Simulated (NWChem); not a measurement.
BNH4O; SMILES NBO

```xyz
7

B     -0.4972    -0.0535     0.0000
H     -1.7071    -0.0715     0.0000
O      0.1342    -1.2641     0.0000
H      1.0944    -1.2036     0.0000
N      0.1698     1.1849     0.0000
H     -0.3387     2.0574     0.0000
H      1.1747     1.3041     0.0000
```
Atoms are numbered in this order, from 1.

Results from NWChem. Coordinates come from a PBE0/def2-SVP optimisation. Vertical excitations in the gas phase; the lowest state need not have the same character in each row.

```tsv
level	lowest excitation, singlet (eV)	oscillator strength of that lowest state	orbital gap (eV)
PBE/aug-cc-pVDZ, TDA	5.69	0.011	5.65
B3LYP/aug-cc-pVDZ, TDA	…	…	…
BHandHLYP/aug-cc-pVDZ, TDA	6.76	0.023	9.32
```

Complete the blanks.


- B3LYP/aug-cc-pVDZ, TDA, lowest excitation, singlet (eV): 6.12
- B3LYP/aug-cc-pVDZ, TDA, oscillator strength of that lowest state: 0.016
- B3LYP/aug-cc-pVDZ, TDA, orbital gap (eV): 7.13
